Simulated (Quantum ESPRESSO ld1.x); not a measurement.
Values are calculated unless marked as measured or tabulated.
Question: Coherent X-ray form factor from a spherical all-electron density. Code: ld1.x of Quantum ESPRESSO 7.5. Model: scalar-relativistic Kohn-Sham, PBE, spin-unpolarised, spherical densities, point nucleus.

| sin(theta)/lambda (1/angstrom) | f0 (electrons) |
|---|---|
| 0.05 | 68.451 |
| 0.1 | 66.879 |
| 0.15 | 64.482 |
| 0.2 | 61.521 |
| 0.25 | 58.256 |
| 0.3 | 54.906 |
| 0.4 | 48.506 |
| 0.5 | 42.914 |
| 0.6 | 38.166 |
| 0.8 | 30.622 |
| 1 | 25.014 |
| 1.25 | 20.203 |
| 1.5 | 17.197 |
| 2 | 13.616 |

The species is in the configuration that NIST lists as its ground one. Which atom or ion scatters so?

Answer: The tantalum ion Ta4+, [Xe] 4f14 5d1. Extrapolating in s^2 from the first two rows gives f0(0) = 69.0, near the electron count 69; among species with that count, the fall with angle is slower the higher Z, and the table is that of Z = 73; from so few rows the species is fixed only to a neighbour or two.
